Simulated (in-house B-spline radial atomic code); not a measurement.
## LDA VWN5 excitations of I7+

Method: LDA VWN5. Computed with an all-electron radial atomic-structure program (B-spline basis): linear response of the closed shell [Kr] 4d10 with the functional's adiabatic kernel; scalar-relativistic (spin-free one-electron X2C), finite nucleus, no spin-orbit coupling, no double excitations, S, P, D and F terms only; shells from n = 2 respond. Only terms of natural parity with L up to 3 were computed.

Command:
```bash
python run_td.py task.json out
```
Settings (radii: box in bohr, nucleus in fm):
```
Z                        53
electrons                46
configuration            [Kr] 4d10
hamiltonian              x2c
method                   lda,vwn
box_radius               12.81
rms_radius               4.75
intervals                69
```

Time taken, with all properties: 2.9 s on 1 thread of Arm Neoverse N1 (shared host).

The lowest states, in the order of their Tamm-Dancoff energies; the method's threshold (minus the highest occupied level) is 139.92 eV. Labels give the largest channel, * marks a mixed state, and oscillator strengths are full-response dipole values. Semilocal kernels can invert the small singlet-triplet splittings of Rydberg terms. Energies in eV:

| state | full response | Tamm-Dancoff | oscillator strength |
| --- | --- | --- | --- |
| 4d → 5s 3D | 44.49 | 44.50 | - |
| 4d → 5s 1D | 45.29 | 45.30 | - |
| 4d → 5p 3P | 59.39 | 59.41 | - |
| 4d → 5p 3F | ? | ? | - |
| 4d → 5p 1F | 60.12 | 60.12 | - |
| 4d → 5p 1P | 61.22 | 61.31 | 0.989 |
| 4d → 4f 3P | 75.19 | 75.23 | - |
| 4d → 4f 3F | ? | ? | - |
| 4d → 4f 1F | 78.75 | 78.82 | - |
| 4d → 5d 3S | 80.81 | 80.84 | - |
| 4d → 5d 3D | 81.69 | 81.70 | - |
| 4d → 5d 1D | 82.20 | 82.21 | - |
| 4d → 5d 1S | 86.74 | 87.30 | - |
| 4d → 6s 3D | 91.45 | 91.46 | - |
| 4d → 4f 1P | 90.18 | 91.53 | 6.07 |
| 4d → 6s 1D | 91.62 | 91.63 | - |

Question: Where does 4d → 4f 3F lie?

Answer: At 76.34 eV in full response, 76.36 eV in Tamm-Dancoff.

Question: Where does 4d → 5p 3F lie?

Answer: At 59.67 eV in full response, 59.68 eV in Tamm-Dancoff.

Question: How large is the singlet-triplet splitting of 4d → 5s (D terms) in Tamm-Dancoff?

Answer: 0.803 eV, from the unrounded values.

Question: What polarisabilities and dispersion coefficient does the method give?

Answer: Dipole 1.064 bohr³, quadrupole 1.291 bohr⁵, C6 2.959 hartree·bohr⁶ for two such species.
